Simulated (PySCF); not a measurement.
[NdCl3(NH3)]− at several levels of theory

Computed with PySCF 2.14.0 (density fitting, no spin-orbit coupling) at the geometry relaxed with PBE0:

```xyz
8
[NdCl3(NH3)]− (singlet in the valence; each metal's 4f electrons, 4 of them, lie in its core potential, out of spins and levels)
Nd    0.0739   -0.0739    0.0739
Cl    1.2431    2.1659    1.2431
Cl   -2.1659   -1.2431    1.2431
Cl    1.2431   -1.2431   -2.1659
N    -1.5096    1.5096   -1.5096
H    -2.1102    2.1102   -0.9471
H    -0.9471    2.1102   -2.1102
H    -2.1102    0.9471   -2.1102
```

```csv
level,basis,state,HOMO (eV),gap (eV),charge on Nd1 (e),population of f-type functions on Nd1 (polarisation alone where 4f lies in the core),dipole about the centre of mass (D),largest force component (eV/Å)
PBE0,"Nd lcecp-0-SVP with ECP50, Cl def2-SVP, N def2-SVP, H def2-SVP",singlet,–,–,0.42,0.02,4.23,0.00
B3LYP,the same,singlet,–,–,0.33,0.02,4.23,0.09
PBE0,"Nd lcecp-0-TZVP with ECP50, Cl def2-TZVP, N def2-TZVP, H def2-TZVP",singlet,–,–,1.04,0.04,3.95,0.22
```

In the lcecp rows the 4f levels are missing from HOMO and gap, and the state counts the valence alone.

Charges are Mulliken's, which hang on the basis. The relaxation used the grid (50, 194), these runs (75, 302) or, all-electron (x2c bases, spin-free X2C Hamiltonian), (99, 590).

Problem. What does TPSS with Nd lcecp-0-SVP with ECP50, Cl def2-SVP, N def2-SVP, H def2-SVP give here?

Solution. state singlet, charge on Nd1 (e) 0.36, population of f-type functions on Nd1 (polarisation alone where 4f lies in the core) 0.02, dipole about the centre of mass (D) 4.21, largest force component (eV/Å) 0.20. Time: 11 s on 2 threads of Arm Neoverse V1 (shared host), from an already converged density.

An lcecp potential fixes the number of 4f electrons, so in runs with it no electron can move into or out of that shell; real Nd(II) is rare or takes another configuration.
